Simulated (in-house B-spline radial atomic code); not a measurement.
Cs. Computed with a B-spline radial atomic code. Model: all-electron spherical atom, spin shells full or empty, radial basis limit, no spin-orbit coupling, Breit or QED, empty-state partial waves extrapolated as (l+1/2)^-4, RPA, G0W0 and static COHSEX of the highest shell as one setting changes (uncorrelated shells keep exact exchange).

In a row where one electron alone is correlated, RPA and GW hold only self-correlation.

Given: element Cs; charge 0; filled core Xe; hamiltonian one-electron scalar X2C; mean-field start Hartree-Fock; highest l of empty states 9; nuclear rms radius 4.8041 fm; highest mean-field shell 6s up.

Shell: 6s 1 0 (electrons up and down).

```
lowest nl shells left uncorrelated  RPA correlation energy (hartree)  G0W0 level (eV)  G0W0 minus most complete (meV)  COHSEX level (eV)
                                 0                           -3.9641          -4.0526                               0            -4.5476
                                 1                           -3.7833          -4.0526                               0            -4.5476
                                 2                           -3.5902          -4.0527                            -0.1            -4.5479
                                 3                           -3.0359          -4.0526                               0            -4.5475
                                 4                           -2.8606          -4.0533                            -0.7             -4.549
                                 5                             -2.34          -4.0528                            -0.2            -4.5484
                                 6                                 ?                ?                               ?                  ?
                                 7                           -1.3604          -4.0524                             0.2            -4.5488
                                 8                          -0.94712           -4.048                             4.6            -4.5419
                                 9                                 ?                ?                               ?                  ?
                                10                          -0.19367          -4.0119                            40.7            -4.4888
                                11                        -0.0075669          -3.7879                           264.7            -4.1764
```

Question: What follows for lowest nl shells left uncorrelated = 9?

Answer: RPA correlation energy -0.28074 hartree; G0W0 level -4.017 eV; G0W0 minus most complete 35.6 meV; COHSEX level -4.4965 eV.

Question: What follows for lowest nl shells left uncorrelated = 6?

Answer: RPA correlation energy -1.5056 hartree; G0W0 level -4.05 eV; G0W0 minus most complete 2.6 meV; COHSEX level -4.5438 eV.
